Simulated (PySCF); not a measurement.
Working out the ionisation energy of Ne⁺

Ne⁺ [He] 2s2 2p5 (2P) → Ne²⁺ [He] 2s2 2p4 (3P). All numbers are calculated (PySCF 2.14, no relativity, point nucleus, in pcseg-2). Frozen: 1s2. Energies in hartree (1 hartree = 27.21139 eV):

| part | Ne⁺ (lower) | Ne²⁺ (upper) |
| --- | --- | --- |
| UHF | -127.811007 | -126.365666 |
| CCSD correlation | -0.191272 | -0.141593 |
| (T) | -0.002080 | -0.001198 |

Problem. What does Hartree-Fock give?

Solution. (-126.365666) − (-127.811007) = 1.445341 hartree = 39.330 eV.

Problem. What do CCSD and CCSD(T) give?

Solution. The CCSD correlation energies differ by 0.049679 hartree = 1.352 eV and the triples by 0.000882 hartree = 0.024 eV, so CCSD gives 40.682 eV and CCSD(T) 40.706 eV.

Reference: 40.963 eV (measured; NIST Atomic Spectra Database, ionization energies), between the lowest levels; spin-orbit coupling is absent from the calculation.

What remains against the reference includes basis incompleteness, the frozen core and higher excitations.
